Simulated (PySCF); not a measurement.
**An isoelectronic set: 64 electrons**

r²SCAN in PySCF with def2-TZVPPD on every atom (core potentials on In, Sb), for the lowest determinant that a PBE0 search found; no spin–orbit coupling. All have 64 electrons, 8 of them in the valence shells, and the same state, a triplet (π ↑↑). For ions De leads to the atom and ion picked by measured ionisation energies and electron affinities.

| species | difference of nuclear charges | Re (Å) | ωe (cm⁻¹) | k (mdyn/Å) | De (eV) | dissociates to |
| --- | --- | --- | --- | --- | --- | --- |
| Ge2 | 0 | 2.383 | 290 | 1.83 | 3.14 | Ge + Ge |
| InP | 34 | 2.645 | 254 | 0.928 | 1.99 | In + P |
| GeAs⁺ | 1 | 2.407 | 285 | 1.78 | 2.89 | Ge⁺ + As |
| SiSb⁺ | 37 | 2.533 | 348 | 1.62 | 3.12 | Si⁺ + Sb |

Spin–orbit coupling is left out, which matters for elements this heavy, above all for dissociation energies. For an ion De counts to the pair picked by the measured ionisation energies or electron affinities, which need not be the lowest pair at this level. States were picked by a PBE0 search and need not be the measured ground states.
